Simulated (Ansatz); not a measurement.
Cost and result up the ladder for TiSi₄ (the lowest singlet isomer of a short search) (5 atoms). Total charge 0; singlet. Geometry: r2SCAN-D4/def2-SVP.

```xyz
5

Ti    1.1815    1.3992    0.5474
Si    0.6802   -0.8946    0.8706
Si    0.4462    0.1677   -1.3386
Si   -1.0999    0.7599    0.4828
Si   -1.2080   -1.4322   -0.5622
```

Ansatz on 4 threads of Arm Neoverse V2 on a shared host. Times are rough, and most runs start from the orbitals of an earlier one. ωB97M-V/def2-TZVP serves as the yardstick here, not as an exact answer. Differences are given only for rows in sets of like size (and for xTB, whose basis is part of the method), since another set adds its own error. Binding counts from free atoms at the same level (Ti triplet, Si triplet; other spins of the atoms weren't run), without zero-point energy or a counterpoise term.

The 6-31G sets use Cartesian d functions. B3LYP takes the VWN-RPA correlation. The structure comes from a short search, and lower isomers may exist.

Run but left out: B2PLYP/def2-TZVP, MP2/def2-TZVP, CCSD(T)/def2-TZVPP (restricted singlet, unstable towards broken spin symmetry); HF/6-31G (restricted singlet, unstable in another Hartree–Fock run and untested here).

```json
{"level": "PBE-D4/def2-SVP", "functions": "103", "wall time": "1.4 s", "binding energy per atom (eV)": "3.45", "difference from ωB97M-V/def2-TZVP (eV)": "–"}
{"level": "B3LYP-D4/6-31G", "functions": "81", "wall time": "1.6 s", "binding energy per atom (eV)": "2.35", "difference from ωB97M-V/def2-TZVP (eV)": "–"}
{"level": "PBE0-D4/def2-SVP", "functions": "103", "wall time": "2.2 s", "binding energy per atom (eV)": "3.04", "difference from ωB97M-V/def2-TZVP (eV)": "–"}
{"level": "PBE0-D4/def2-TZVP", "functions": "193", "wall time": "4.8 s", "binding energy per atom (eV)": "3.09", "difference from ωB97M-V/def2-TZVP (eV)": "0.31"}
{"level": "PBE0-D4/def2-TZVPD", "functions": "220", "wall time": "7 s", "binding energy per atom (eV)": "3.09", "difference from ωB97M-V/def2-TZVP (eV)": "0.31"}
{"level": "ωB97M-V/def2-TZVP", "functions": "193", "wall time": "24 s", "binding energy per atom (eV)": "2.78", "difference from ωB97M-V/def2-TZVP (eV)": "0.00"}
```
